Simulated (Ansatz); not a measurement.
CH₇AlClNSi (`C[SiH](Cl)[NH][AlH2]`), relaxed with RKS PBE-D4/def2-SVP in Ansatz 0.2.0 from a rough embedded geometry. The force threshold is 0.03 eV/Å; the program also tests the step.

The species carries charge 0 and has multiplicity 1.

Start:

```xyz
12

C    -0.969    0.021   -1.877
Si   -0.103   -0.494   -0.377
Cl    1.752   -1.278   -0.902
N     0.139    0.904    0.722
Al    0.682    0.331    2.401
H    -1.098   -0.886   -2.610
H    -1.962    0.411   -1.668
H    -0.361    0.755   -2.453
H    -0.863   -1.502    0.291
H     0.866    1.543    0.266
H    -0.154    0.693    3.690
H     2.071   -0.498    2.516
```

| step | energy (eV) | largest force (eV/Å) | largest move (Å) |
| --- | --- | --- | --- |
| 1 | -29613.8573 | 2.589 | 0.000 |
| 2 | -29614.1235 | 0.942 | 0.121 |
| 3 | -29614.2016 | 0.406 | 0.128 |
| 4 | -29614.2235 | 0.420 | 0.200 |
| 5 | -29614.2458 | 0.319 | 0.096 |
| 6 | -29614.2933 | 0.182 | 0.200 |
| 7 | -29614.3494 | 0.426 | 0.200 |
| 8 | -29614.4196 | 0.474 | 0.195 |
| 9 | -29614.4739 | 0.349 | 0.195 |
| 10 | -29614.5379 | 0.265 | 0.200 |
| 11 | -29614.5820 | 0.161 | 0.200 |
| 12 | -29614.6102 | 0.107 | 0.200 |
| 13 | -29614.6187 | 0.321 | 0.200 |
| 14 (rejected) | -29614.6147 | 0.243 | 0.200 |
| 15 | -29614.6307 | 0.074 | 0.099 |
| 16 | -29614.6313 | 0.137 | 0.096 |
| 17 | -29614.6354 | 0.094 | 0.131 |
| 18 | -29614.6356 | 0.069 | 0.180 |
| 19 | -29614.6399 | 0.069 | 0.074 |
| 20 | -29614.6401 | 0.064 | 0.011 |
| 21 | -29614.6407 | 0.046 | 0.042 |
| 22 | -29614.6411 | 0.039 | 0.070 |
| 23 (rejected) | -29614.6411 | 0.030 | 0.038 |
| 24 | -29614.6412 | 0.019 | 0.019 |

End:

```xyz
12

C    -1.037   -0.045   -1.830
Si    0.210   -0.573   -0.531
Cl    2.030   -0.901   -1.535
N     0.398    0.624    0.724
Al    0.601    0.384    2.506
H    -1.124   -0.811   -2.626
H    -2.035    0.106   -1.371
H    -0.723    0.906   -2.309
H    -0.154   -1.863    0.138
H     0.492    1.587    0.374
H     0.847    1.690    3.391
H     0.495   -1.103    3.068
```

Hardware: 4 threads of an Arm Neoverse V1 on a shared host. Wall time 44 s, peak host memory 0.19 GiB.
